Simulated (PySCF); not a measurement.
Calculation: ωB97X-D3(BJ)/def2-TZVP // PBE0-D3(BJ)/def2-TZVP (PySCF 2.14.0). All species are isolated molecules in the gas phase. One relaxed conformer stands for a flexible species; it need not be the lowest. Delta-SCF ions had no search for a lower state. Excitations are Tamm–Dancoff values on a coarser integration grid. The basis has no diffuse functions, so Rydberg states are missing or too high.

Reference species (SMILES): `[SiH2]1C=CC(=C1)S` (H–S–C–C torsion 180°) (neutral, multiplicity 1).

The vertical electron affinity (Delta-SCF) comes out as -0.17 eV and the S1–T1 gap (TDA) is 1.79 eV.

Changed species: `S[SiH]1C=CC=C1` (H–S–Si–C torsion 54°).

Give the shifts of the vertical electron affinity (Delta-SCF) and S1–T1 gap (TDA).

the vertical electron affinity (Delta-SCF) rises by 0.17 eV, to 0.00 eV; the S1–T1 gap (TDA) hardly moves.
